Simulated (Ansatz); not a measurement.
`NB(N)Cl` + H₂O → `NB(O)Cl` + NH₃  (formal hydrolysis of a B–N bond)

Isolated molecules relaxed with PBE0-D4/def2-TZVP in Ansatz; ΔE leaves out vibrations. CCSD(T)/CBS adds triple-zeta CCSD(T) − MP2 to the extrapolated MP2 energy (def2 sets, frozen cores). This one scheme is used for every species. Functionals use def2-TZVPP. B3LYP here is the variant with VWN-RPA as its local correlation; programs differ in this. HSE06 is defined as in plane-wave codes. Each species was taken in one conformer, which may not be the lowest.

```json
{"level": "LDA (SPW92)", "ΔE (kJ/mol)": "-26.4", "difference from CCSD(T)/CBS": "-0.5"}
{"level": "PBE0-D4", "ΔE (kJ/mol)": "-26.8", "difference from CCSD(T)/CBS": "-0.9"}
{"level": "B3LYP-D4", "ΔE (kJ/mol)": "-28.8", "difference from CCSD(T)/CBS": "-2.9"}
{"level": "HSE06-D4", "ΔE (kJ/mol)": "-26.9", "difference from CCSD(T)/CBS": "-1.0"}
{"level": "BHLYP-D4", "ΔE (kJ/mol)": "-29.1", "difference from CCSD(T)/CBS": "-3.2"}
{"level": "ωB97M-V", "ΔE (kJ/mol)": "-29.1", "difference from CCSD(T)/CBS": "-3.2"}
{"level": "PBE0", "ΔE (kJ/mol)": "-28.1", "difference from CCSD(T)/CBS": "-2.2"}
{"level": "BHLYP", "ΔE (kJ/mol)": "-30.9", "difference from CCSD(T)/CBS": "-5.0"}
{"level": "LC-ωPBE", "ΔE (kJ/mol)": "-26.9", "difference from CCSD(T)/CBS": "-1.0"}
{"level": "MP2/def2-SVP", "ΔE (kJ/mol)": "-38.7", "difference from CCSD(T)/CBS": "-12.8"}
{"level": "CCSD/def2-SVP", "ΔE (kJ/mol)": "-39.1", "difference from CCSD(T)/CBS": "-13.2"}
{"level": "CCSD(T)/def2-SVP", "ΔE (kJ/mol)": "-39.8", "difference from CCSD(T)/CBS": "-13.9"}
{"level": "CCSD(T)/def2-TZVPP", "ΔE (kJ/mol)": "-29.8", "difference from CCSD(T)/CBS": "-3.9"}
{"level": "HF/def2-QZVPP", "ΔE (kJ/mol)": "-33.2", "difference from CCSD(T)/CBS": "-7.3"}
{"level": "HF/CBS(def2)", "ΔE (kJ/mol)": "-33.1", "difference from CCSD(T)/CBS": "-7.2"}
{"level": "CCSD/CBS(def2)", "ΔE (kJ/mol)": "-25.8", "difference from CCSD(T)/CBS": "0.1"}
{"level": "CCSD(T)/CBS", "ΔE (kJ/mol)": "-25.9", "difference from CCSD(T)/CBS": "0"}
```

Question: What do rigid-rotor, harmonic-oscillator terms from PBE0-D4/def2-TZVP frequencies (298.15 K, 1 bar) make of the CCSD(T)/CBS value? (Estimate.)

Answer: Ansatz gave: ΔZPE = +3.5 kJ/mol, ΔH = -23.8 kJ/mol, ΔS = 1 J/(mol·K), ΔG = -24.2 kJ/mol.

Largest T1 diagnostic among the species: 0.011.

At CCSD(T), def2-SVP lies −13.9 kJ/mol from the extrapolated value and def2-TZVPP −3.9 kJ/mol. In def2-TZVPP, CCSD(T) changes the Hartree–Fock value by +3.9 kJ/mol (the triples alone add −0.1 kJ/mol) and MP2 by +6.2 kJ/mol.
